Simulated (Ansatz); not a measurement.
`O[SiH]([SiH3])Cl` + HBr → `O[SiH](Cl)Br` + SiH₄ at 298.15 K and 1 bar (cleavage of the Si–Si bond).

Gas-phase electronic energies from Ansatz, PBE0-D4/def2-TZVP geometries. CBS: MP2 limit from def2 TZ/QZ plus the TZ coupled-cluster correction, frozen cores. This one scheme is used for every species. For Br outer-core shells are correlated without core-valence functions, which leaves a few kJ/mol of doubt a bond. Scalar relativity is left out up to krypton. One conformer a species, not always the lowest.

```csv
species,CCSD(T)/CBS energy (Eh),H − E (kJ/mol),S (J/(mol·K))
`O[SiH]([SiH3])Cl`,-1116.20942,151.6,352.2
HBr,-2573.91920,24.6,198.6
`O[SiH](Cl)Br`,-3398.70645,86.2,332.7
SiH₄,-291.46306,92.1,204.8
```

H − E and S are ideal-gas, rigid-rotor, harmonic terms from PBE0-D4/def2-TZVP, for one conformer and one mirror image of each species. 1 Eh = 2625.50 kJ/mol, R = 8.31446 J/(mol·K).

Task: By hand: ΔE, ΔH, ΔS and ΔG.

Result: ΔE = (-3398.70645) + (-291.46306) − (-1116.20942) − (-2573.91920) = -0.04089 Eh = -107.4 kJ/mol. Δ(H − E) = 86.2 + 92.1 − 151.6 − 24.6 = 2.1, so ΔH = -105.3 kJ/mol. ΔS = 332.7 + 204.8 − 352.2 − 198.6 = -13.3 J/(mol·K). ΔG = -105.3 − 298.15 × (-13.3)/1000 = -101.3 kJ/mol.

Task: By hand: the equilibrium constant, and the temperature at which ΔG would vanish if ΔH and ΔS stayed fixed.

Result: log₁₀ K = −ΔG/(RT ln 10) = 17.7. ΔG = 0 at ΔH/ΔS = 7917 K, far beyond where these terms or the molecules hold.

The number of gas molecules stays the same, so ΔS is small and ΔH decides. A doubt of 5 kJ/mol in ΔE shifts log₁₀ K by 0.9 here. Other conformers and mirror images would add mixing entropy, several J/(mol·K) or more a flexible species. These are equilibria of isolated gas molecules and say nothing of rates. Largest T1 diagnostic: 0.012 (customary marks: 0.02 for closed shells, 0.045 for open ones).
